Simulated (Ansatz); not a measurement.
`O[SiH3]` and `[SiH3][O][GaH2]` differ in one atom or group.

Ansatz, PBE0-D4/def2-TZVP geometries, multiplicity 1. 

Scalar relativity is left out up to krypton.

```json
{"property": "HOMO–LUMO gap (ωB97M-V/def2-TZVPP) / eV", "`O[SiH3]`": "12.71"}
{"property": "HOMO–LUMO gap (PBE/def2-TZVPP) / eV", "`O[SiH3]`": "6.38"}
{"property": "LUMO energy (PBE/def2-TZVPP) / eV", "`O[SiH3]`": "-0.84"}
{"property": "HOMO energy (PBE0/def2-TZVPP) / eV", "`O[SiH3]`": "-8.73"}
{"property": "ideal-gas entropy at 298 K and 1 bar (rigid rotor, harmonic PBE0-D4/def2-TZVP) / J/(mol·K)", "`O[SiH3]`": "258"}
{"property": "LUMO energy (B3LYP/def2-TZVPP) / eV", "`O[SiH3]`": "-0.25"}
```

What does the change do to each property? (An estimate is asked.)

The calculation gave: 
```tsv
property	`[SiH3][O][GaH2]`	shift
HOMO–LUMO gap (ωB97M-V/def2-TZVPP) / eV	10.85	-1.86
HOMO–LUMO gap (PBE/def2-TZVPP) / eV	4.69	-1.69
LUMO energy (PBE/def2-TZVPP) / eV	-2.28	-1.44
HOMO energy (PBE0/def2-TZVPP) / eV	-8.36	0.37
ideal-gas entropy at 298 K and 1 bar (rigid rotor, harmonic PBE0-D4/def2-TZVP) / J/(mol·K)	332	74
LUMO energy (B3LYP/def2-TZVPP) / eV	-1.77	-1.52
```

With PBE0 the HOMO rises by 0.37 eV and the LUMO falls by 1.51 eV, so the gap narrows by about 1.88 eV. PBE moves the HOMO by 0.24 eV and ωB97M-V by 0.43 eV. The zero-point energy changes by 11.0 kJ/mol with +6 modes.

B3LYP here is the variant with VWN-RPA as its local correlation; programs differ in this.
